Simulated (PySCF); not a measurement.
**Atomic charges by several schemes**

C5H12OSi.
SMILES with atom numbers: `[CH3:1][CH2:2]/[CH:3]=[CH:4]/[CH2:5][O:6][SiH3:7]` (hydrogens: H8, H9, H10 on C1; H11, H12 on C2; H13 on C3; H14 on C4; H15, H16 on C5; H17, H18, H19 on Si7)

Geometry (GFN2-xTB, Å), atoms numbered from 1 in this order:
```
atom  x, y, z in Å
C1    -3.1069    0.9744    0.1603
C2    -2.4507   -0.2683   -0.4422
C3    -1.1253   -0.5334    0.1965
C4     0.0329   -0.5493   -0.4405
C5     1.3559   -0.8016    0.2130
O6     2.2374    0.2421   -0.0973
Si7    3.7738    0.4583    0.3549
H8    -3.2356    0.8541    1.2337
H9    -4.0832    1.1447   -0.2872
H10   -2.4867    1.8502   -0.0154
H11   -2.3253   -0.1361   -1.5178
H12   -3.1050   -1.1297   -0.2790
H13   -1.1553   -0.7156    1.2638
H14    0.0863   -0.3534   -1.5028
H15    1.7772   -1.7498   -0.1525
H16    1.2389   -0.8816    1.3008
H17    4.0374    1.7193   -0.3162
H18    4.6254   -0.6442   -0.1064
H19    3.8992    0.5293    1.8149
```

Density: PBE0/pcSseg-1 (PySCF); schemes: Mulliken, IAO, Hirshfeld and ESP-fitted. The structure is a single GFN2-xTB conformer in the gas phase; no vibrational or solvent corrections.

Problem. For which atoms does the sign change between the 4 schemes (beyond +0.03 e in one, beyond −0.03 e in another)?

Solution. C2 and C5.

Problem. Do the Mulliken, IAO, Hirshfeld and ESP-fitted schemes agree on where the charge is lowest?

Solution. All schemes agree: Mulliken O6 (-0.636); IAO O6 (-0.644); Hirshfeld O6 (-0.226); ESP-fitted O6 (-0.409).

Problem. Give the atomic charges in each scheme.

Solution. In e:

```csv
atom,environment,Mulliken,IAO,Hirshfeld,ESP-fitted
C1,methyl carbon,-0.284,-0.415,-0.116,-0.195
C2,allylic carbon,-0.205,-0.253,-0.065,+0.220
C3,alkene CH carbon,-0.180,-0.137,-0.038,-0.261
C4,alkene CH carbon,-0.163,-0.158,-0.056,-0.330
C5,sp3 carbon bound to oxygen,+0.142,-0.046,+0.008,+0.248
O6,silyl ether oxygen,-0.636,-0.644,-0.226,-0.409
Si7,oxygen-bound silicon,+0.707,+0.877,+0.378,+0.572
H8,methyl hydrogen,+0.108,+0.137,+0.039,+0.049
H9,methyl hydrogen,+0.115,+0.141,+0.042,+0.035
H10,methyl hydrogen,+0.119,+0.144,+0.039,+0.065
H11,methylene hydrogen,+0.115,+0.137,+0.042,-0.005
H12,methylene hydrogen,+0.129,+0.141,+0.041,-0.016
H13,vinylic hydrogen,+0.095,+0.133,+0.041,+0.160
H14,vinylic hydrogen,+0.099,+0.144,+0.043,+0.183
H15,methylene hydrogen,+0.112,+0.128,+0.037,+0.029
H16,methylene hydrogen,+0.104,+0.124,+0.039,+0.033
H17,Si–H hydrogen,-0.116,-0.129,-0.076,-0.114
H18,Si–H hydrogen,-0.131,-0.161,-0.087,-0.133
H19,Si–H hydrogen,-0.130,-0.161,-0.086,-0.129
```

Mean size of the charges over all atoms: IAO 0.221 e, Mulliken 0.194 e, ESP-fitted 0.168 e, Hirshfeld 0.079 e. Each set sums to the total charge, 0, to within 0.001 e. The ESP scheme fits charges at the nuclei, held to the total charge, to the electrostatic potential on points at 1.4 to 2.0 times the van der Waals radii. The IAO scheme counts the electrons in orthogonalised intrinsic atomic orbitals, a minimal basis polarised so that it spans the occupied orbitals exactly.

Problem. How closely do the schemes follow one another over all atoms?

Solution. Correlation coefficient and root-mean-square difference: IAO with Hirshfeld 0.98, 0.188 e; Mulliken with IAO 0.98, 0.070 e; Mulliken with Hirshfeld 0.97, 0.150 e; Mulliken with ESP-fitted 0.84, 0.141 e; Hirshfeld with ESP-fitted 0.83, 0.143 e; IAO with ESP-fitted 0.79, 0.184 e.

Problem. Sum the charges by element, for elements with more than one atom.

Solution. 
```
element  atoms  Mulliken     IAO  Hirshfeld  ESP-fitted
      C      5    -0.691  -1.008     -0.266      -0.318
      H     12    +0.620  +0.776     +0.114      +0.155
```
